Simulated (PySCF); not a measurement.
## GeB under electron impact: the energy ladder

PBE0 in PySCF with def2-TZVPPD on every atom, for the lowest determinant that a PBE0 search found; no spin–orbit coupling.

```csv
species,state (unpaired electrons),Re (Å),ωe (cm⁻¹),energy of the minimum from the neutral (eV),De (eV),dissociates to
GeB,"quartet (σ ↑, π ↑↑)",1.977,657,0.00,3.29,Ge + B
GeB⁺,"triplet (σ ↑, π ↑)",2.179,470,8.66,2.57,Ge⁺ + B
```

**Question.** Work out the lowest energy to break GeB into atoms, from its vibrational ground state.

**Answer.** D0 = De − ωe/2 = 3.29 − 0.04 = 3.25 eV (PBE0/def2-TZVPPD).

**Question.** Work out the ionisation energy of the Ge atom at this level and the threshold of dissociative ionisation.

**Answer.** IE(Ge) = 8.66 + 2.57 − 3.29 = 7.94 eV, so Ge⁺ + B + e⁻ appears at D0 + IE(Ge) = 11.19 eV (PBE0/def2-TZVPPD). The measured IE(Ge) is 7.899 eV (NIST ASD).

These are thermodynamic thresholds; the onsets seen under electron impact lie higher where the geometry changes, and cross-sections peak well above them.

Spin–orbit coupling is left out. For an ion De counts to the pair picked by the measured ionisation energies or electron affinities, which need not be the lowest pair at this level. States were picked by a PBE0 search and need not be the measured ground states.
